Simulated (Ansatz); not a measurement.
Mg₃N₂. Charge 0, multiplicity 3. Geometry PBE-D4/def2-SVP; atoms count from 1.

| atom | x (Å) | y (Å) | z (Å) |
| --- | --- | --- | --- |
| Mg1 | -0.0739 | -0.4379 | 1.6727 |
| Mg2 | 0.7782 | -1.0957 | -1.1581 |
| Mg3 | -0.7034 | 1.5387 | -0.5338 |
| N4 | -0.8842 | -0.4618 | -0.1497 |
| N5 | 0.8833 | 0.4568 | 0.1689 |

The geometry of the triplet was relaxed on an unsound state (an occupied level 0.17 eV above an empty one). At PBE0-D4/def2-TZVP a quintet of charge 0 lies 0.94 eV below the triplet, each at its own geometry. The structure comes from a short search, and lower isomers may exist.

(1) Estimate the Mulliken populations from the PBE0/def2-TZVP orbitals of Ansatz.

(2) Where does the spin sit?

(3) And the Mayer bond orders between bonded heavy atoms (over 0.3)?

Answers

(1) 
| atom | charge (e) | spin (α − β) |
| --- | --- | --- |
| Mg1 | 0.65 | 0.46 |
| Mg2 | 0.49 | 0.79 |
| Mg3 | 0.49 | 0.79 |
| N4 | -0.82 | -0.02 |
| N5 | -0.82 | -0.02 |
Mulliken values and Mayer orders depend strongly on the basis.

(2) Summed by element: Mg 2.04, N -0.04, of 2 unpaired in all. Largest on single atoms: Mg2 0.79, Mg3 0.79, Mg1 0.46.

(3) Mg1–N4 0.68 (1.99 Å); Mg1–N5 0.68 (1.99 Å); Mg2–N4 0.55 (2.05 Å); Mg2–N5 0.55 (2.05 Å); Mg3–N4 0.55 (2.05 Å); Mg3–N5 0.55 (2.05 Å). Values over 0.3 also appear between atoms too far apart for a bond (N4–N5 0.77 at 2.02 Å); they arise where an orbital or an unpaired electron spreads over both atoms.
